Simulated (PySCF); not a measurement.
Job for PySCF: R-MP2/6-31G* on C2H10Si (a complex), monomers drawn apart or pushed together.

```python
from pyscf import gto, scf, dft, mp
from pyscf.data.elements import chemcore

mol = gto.M(
    atom='''
    Si   -0.01941855    0.30518365    0.28513973
    H    -1.49070414    0.40063928    0.41075647
    H     0.43566956   -1.01323627    0.77953210
    H     0.61669308    1.37665619    1.08327955
    H     0.36471552    0.45689561   -1.13688620
    C    -0.72374797   -0.18279608    4.51495234
    C     0.75631648   -0.34252143    4.84860199
    H    -1.06509870   -0.96639973    3.83562952
    H    -0.92216998    0.77884477    4.03753440
    H    -1.34192363   -0.23598271    5.41324130
    H     0.95322995   -1.30350897    5.32778936
    H     1.09636573    0.44128243    5.52822668
    H     1.37407405   -0.28998336    3.95032535
    ''',
    basis='6-31g*',
    cart=True,
    charge=0, spin=0, verbose=3, max_memory=1800)
mf = scf.RHF(mol)
mf.conv_tol = 1e-8
mf.max_cycle = 100
mf.kernel()
if not mf.converged:
    mf = mf.newton().run(mf.mo_coeff, mf.mo_occ)
pt = mp.MP2(mf, frozen=chemcore(mol)).run()
```

Problem. Predict the final total energy.

Solution. -370.8027 hartree.
